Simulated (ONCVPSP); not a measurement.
## Building the ONCV potential for Mo (revPBE, scalar-relativistic).

Input for ONCVPSP 4.0.1:

```
# ATOM AND REFERENCE CONFIGURATION
# atsym  z   nc   nv     iexc    psfile
  Mo 42.00    6    4  -102130      upf
#
#   n    l    f
    1    0    2.00
    2    0    2.00
    2    1    6.00
    3    0    2.00
    3    1    6.00
    3    2   10.00
    4    0    2.00
    4    1    6.00
    4    2    4.00
    5    0    2.00
#
# PSEUDOPOTENTIAL AND OPTIMIZATION
# lmax
    2
#
#   l,   rc,      ep,       ncon, nbas, qcut
    0    1.85    0.00    4    7    7.80
    1    1.15    0.00    4    7    7.90
    2    1.70    0.00    4    7    6.00
#
# LOCAL POTENTIAL
# lloc, lpopt,  rc(5),   dvloc0
    4    1    0.75    0.00
#
# VANDERBILT-KLEINMAN-BYLANDER PROJECTORs
# l, nproj, debl
    0    2    2.10
    1    2    3.40
    2    2    2.40
#
# MODEL CORE CHARGE
# icmod, fcfact, rcfact
    3    5.50    1.75
#
# LOG DERIVATIVE ANALYSIS
# epsh1, epsh2, depsh
   -4.00    5.00    0.02
#
# OUTPUT GRID
# rlmax, drl
    6.00    0.01
#
# TEST CONFIGURATIONS
# ncnf
    4
# nvcnf
#   n    l    f
    4
    4    0    2.00
    4    1    6.00
    4    2    5.00
    5    0    1.00
#
    4
    4    0    2.00
    4    1    6.00
    4    2    5.00
    5    0    0.00
#
    4
    4    0    2.00
    4    1    6.00
    4    2    4.00
    5    0    0.00
#
    4
    4    0    2.00
    4    1    6.00
    4    2    5.50
    5    0    0.50
#
```

Command:

```bash
oncvpsp.x < Mo.dat > Mo.out
```

Resulting log (shortened: citation, most of the input echo, consistency checks and plot data are left out):

```
ONCVPSP  (Optimized Norm-Conservinng Vanderbilt PSeudopotential)
scalar-relativistic version 4.0.1

#   n    l    f        energy (Ha)
    1    0    2.00    -7.2860806E+02
    2    0    2.00    -1.0300024E+02
    2    1    6.00    -9.2079364E+01
    3    0    2.00    -1.7623729E+01
    3    1    6.00    -1.4045244E+01
    3    2   10.00    -8.2281736E+00
    4    0    2.00    -2.4648160E+00
    4    1    6.00    -1.5092374E+00
    4    2    4.00    -2.0640763E-01
    5    0    2.00    -1.7706522E-01

Reference configufation results
  iterations    23
  all-electron total energy (Ha)   -4.04881088D+03

Begin loop to  construct optimized pseudo wave functions
and semi-local pseudopoentials for all angular momenta

Calculating optimized projector #   1

 for l=   0

    Fraction of norm inside rc  0.959924
    Optimizing pswf for qcut=   7.80 a_B^-1,  ecut=  30.42 Ha
    Residual kinetic energy error=  1.47D-07 Ha

    Energy error per electron        Cutoff
         Ha          eV             Ha
         0.01000     0.27211       13.42
         0.00100     0.02721       18.23
         0.00010     0.00272       22.03
         0.00001     0.00027       24.98

Calculating optimized projector #   2

 for l=   0

    Fraction of norm inside rc  0.067104
    Optimizing pswf for qcut=   7.80 a_B^-1,  ecut=  30.42 Ha
    Residual kinetic energy error=  1.19D-07 Ha

    Energy error per electron        Cutoff
         Ha          eV             Ha
         0.01000     0.27211       10.01
         0.00100     0.02721       16.61
         0.00010     0.00272       21.48
         0.00001     0.00027       24.99

   Wellstate for l =  1  n =  6
     eigenvalue =   1.8908
     asymptotic potential =   2.3908
     half-point radius =  3.3534

Calculating optimized projector #   1

 for l=   1

    Fraction of norm inside rc  0.466641
    Optimizing pswf for qcut=   7.89 a_B^-1,  ecut=  31.16 Ha
    Residual kinetic energy error=  9.77D-04 Ha

    Energy error per electron        Cutoff
         Ha          eV             Ha
         0.01000     0.27211       22.46
         0.00100     0.02721       31.18
         0.00010     0.00272       86.81
         0.00001     0.00027      108.13

Calculating optimized projector #   2

 for l=   1

    Fraction of norm inside rc  0.058119
    Optimizing pswf for qcut=   7.89 a_B^-1,  ecut=  31.16 Ha
    Residual kinetic energy error=  5.76D-04 Ha

    Energy error per electron        Cutoff
         Ha          eV             Ha
         0.01000     0.27211       17.00
         0.00100     0.02721       28.59
         0.00010     0.00272      123.19
         0.00001     0.00027      156.12

   Wellstate for l =  2  n =  6
     eigenvalue =   2.1936
     asymptotic potential =   2.6936
     half-point radius =  3.7432

Calculating optimized projector #   1

 for l=   2

    Fraction of norm inside rc  0.513470
    Optimizing pswf for qcut=   6.01 a_B^-1,  ecut=  18.03 Ha
    Residual kinetic energy error=  9.07D-04 Ha

    Energy error per electron        Cutoff
         Ha          eV             Ha
         0.01000     0.27211       13.58
         0.00100     0.02721       17.86
         0.00010     0.00272       48.34
         0.00001     0.00027       60.14

Calculating optimized projector #   2

 for l=   2

    Fraction of norm inside rc  0.101469
    Optimizing pswf for qcut=   6.01 a_B^-1,  ecut=  18.03 Ha
    Residual kinetic energy error=  2.50D-03 Ha

    Energy error per electron        Cutoff
         Ha          eV             Ha
         0.01000     0.27211       15.37
         0.00100     0.02721       19.78
         0.00010     0.00272       35.99
         0.00001     0.00027       64.84

Construct Vanderbilt / Kleinmman-Bylander projectors

B matrix Hermiticity error, ll=   0
   1   2    2.0372E-04

  Orthonormal projector coefficients  1.7005E+01  1.6330E+00

B matrix Hermiticity error, ll=   1
   1   2   -4.0314E-04

  Orthonormal projector coefficients  1.4906E+01  2.1738E+00

B matrix Hermiticity error, ll=   2
   1   2   -1.9780E-04

  Orthonormal projector coefficients  1.3746E+01  2.9229E+00

Model core correction analysis
  based on d2Exc/dn_idn_j

d2excae - all-electron derivatives

   -3.539778D-02   -3.129386D-02   -1.662966D-02   -1.863681D-03
   -3.129414D-02   -2.945581D-02   -1.839580D-02   -2.290437D-03
   -1.662992D-02   -1.839590D-02   -1.957284D-02   -1.020958D-02
   -1.863535D-03   -2.290008D-03   -1.020702D-02   -2.703644D-02

d2excps - pseudofunction derivatives with no core correction

   -4.424995D-02   -3.303653D-02   -1.696450D-02   -2.814040D-03
   -3.303767D-02   -3.163299D-02   -1.930172D-02   -2.510296D-03
   -1.696482D-02   -1.930184D-02   -1.993672D-02   -1.026673D-02
   -2.814701D-03   -2.509889D-03   -1.026417D-02   -2.711864D-02

rms 2nd derivative error    2.412128E-03

rmatch, rhocmatch    0.7575   11.1335

Teter function model core charge with specified parameters

d2excps - pseudofunction derivatives with core correction

   -2.329263D-02   -2.180247D-02   -1.298395D-02   -1.325386D-03
   -2.180238D-02   -2.273550D-02   -1.584304D-02   -1.876239D-03
   -1.298386D-02   -1.584299D-02   -1.844213D-02   -1.007225D-02
   -1.325187D-03   -1.875803D-03   -1.006965D-02   -2.696754D-02

rms 2nd derivative error    5.085148E-03

Pseudoatom total energy  -68.744438

Diagnostic tests using Vanderbilt-Kleinman-Bylander pseudopotentials
  1 or more projectors used as specified by nproj input data

   l    rcore       rmatch      e in        delta e   norm test  slope test

   0   1.8581646   1.9145825  -2.4648160  -0.0000001   1.0001162   1.0001047
   0   1.8581646   1.9145825  -0.1770652   0.0000029   1.0000221   1.0000115

   1   1.1514517   1.1864122  -1.5092374  -0.0000195   1.0001229   1.0001861
   1   1.1514517   1.1864122   1.8907626   0.0000094   1.0004931   1.0004931

   2   1.7088834   1.7607689  -0.2064076   0.0000025   1.0000603   1.0000761
   2   1.7088834   1.7607689   2.1935924   0.0000338   1.0002588   1.0002588

 Testing for bound ghosts
   n   l    E NL Schr. Eq   E Basis Diag.   E Cutoff

   1   0       -2.464816       -2.464775     55.21
       0                       -0.708089     55.21  WARNING - GHOST(-)
   2   0       -0.177062       -0.137674     55.21

   2   1       -1.509257       -1.506001    166.88

   3   2       -0.206405       -0.200227     88.22

 Testing for highly-localized positive-energy ghosts
       l    <radius>/rc     E Basis Diag.   E Cutoff

Test configuration 0

   n   l     f        eae           eps        diff
   1   0  2.0000 -728.60805758
   2   0  2.0000 -103.00023928
   2   1  6.0000  -92.07936405
   3   0  2.0000  -17.62372882
   3   1  6.0000  -14.04524393
   3   2 10.0000   -8.22817364
   4   0  2.0000   -2.46481600   -2.46481614   -1.40D-07
   4   1  6.0000   -1.50923738   -1.50925683   -1.95D-05
   4   2  4.0000   -0.20640763   -0.20640511    2.53D-06
   5   0  2.0000   -0.17706522   -0.17706229    2.93D-06

    Total energies and differences
      AE_ref= -4.04881088D+03  AE_tst= -4.04881088D+03  dif=  0.00D+00
      PS_ref= -6.87444380D+01  PS_tst= -6.87444380D+01  dif= -1.28D-13
      PSP excitation error=  1.28D-13

Test configuration 1

   n   l     f        eae           eps        diff
   1   0  2.0000 -728.50395243
   2   0  2.0000 -102.88851925
   2   1  6.0000  -91.96816898
   3   0  2.0000  -17.51394775
   3   1  6.0000  -13.93543038
   3   2 10.0000   -8.11775919
   4   0  2.0000   -2.36266122   -2.36399248   -1.33D-03
   4   1  6.0000   -1.41261013   -1.41291674   -3.07D-04
   4   2  5.0000   -0.13593850   -0.13579572    1.43D-04
   5   0  1.0000   -0.14704282   -0.14719539   -1.53D-04

    Total energies and differences
      AE_ref= -4.04881088D+03  AE_tst= -4.04881922D+03  dif= -8.34D-03
      PS_ref= -6.87444380D+01  PS_tst= -6.87525387D+01  dif= -8.10D-03
      PSP excitation error= -2.43D-04

Test configuration 2

   n   l     f        eae           eps        diff
   1   0  2.0000 -728.75138957
   2   0  2.0000 -103.13198011
   2   1  6.0000  -92.21187978
   3   0  2.0000  -17.75844260
   3   1  6.0000  -14.17990398
   3   2 10.0000   -8.36192373
   4   0  2.0000   -2.61005152   -2.61225701   -2.21D-03
   4   1  6.0000   -1.66147327   -1.66202530   -5.52D-04
   4   2  5.0000   -0.37947472   -0.37933849    1.36D-04

    Total energies and differences
      AE_ref= -4.04881088D+03  AE_tst= -4.04857030D+03  dif=  2.41D-01
      PS_ref= -6.87444380D+01  PS_tst= -6.85033090D+01  dif=  2.41D-01
      PSP excitation error= -5.52D-04

Test configuration 3

   n   l     f        eae           eps        diff
   1   0  2.0000 -729.18748256
   2   0  2.0000 -103.57251073
   2   1  6.0000  -92.65208759
   3   0  2.0000  -18.19681534
   3   1  6.0000  -14.61827449
   3   2 10.0000   -8.80072855
   4   0  2.0000   -3.03843178   -3.04018524   -1.75D-03
   4   1  6.0000   -2.08323992   -2.08362796   -3.88D-04
   4   2  4.0000   -0.76237118   -0.76227223    9.89D-05

    Total energies and differences
      AE_ref= -4.04881088D+03  AE_tst= -4.04800524D+03  dif=  8.06D-01
      PS_ref= -6.87444380D+01  PS_tst= -6.79383879D+01  dif=  8.06D-01
      PSP excitation error= -4.15D-04

Test configuration 4

   n   l     f        eae           eps        diff
   1   0  2.0000 -728.46137835
   2   0  2.0000 -102.84289432
   2   1  6.0000  -91.92276343
   3   0  2.0000  -17.46881980
   3   1  6.0000  -13.89028626
   3   2 10.0000   -8.07239285
   4   0  2.0000   -2.31967974   -2.32169637   -2.02D-03
   4   1  6.0000   -1.37177495   -1.37230130   -5.26D-04
   4   2  5.5000   -0.10663366   -0.10651695    1.17D-04
   5   0  0.5000   -0.13399388   -0.13423917   -2.45D-04

    Total energies and differences
      AE_ref= -4.04881088D+03  AE_tst= -4.04880953D+03  dif=  1.35D-03
      PS_ref= -6.87444380D+01  PS_tst= -6.87426421D+01  dif=  1.80D-03
      PSP excitation error= -4.45D-04
```

Note: ghosts flagged at negative energy: s at -19.3 eV; no localised positive-energy state flagged. A true bound ghost makes a file unfit for plane-wave use.

The run took about 5.3 s on one core of a shared server CPU.
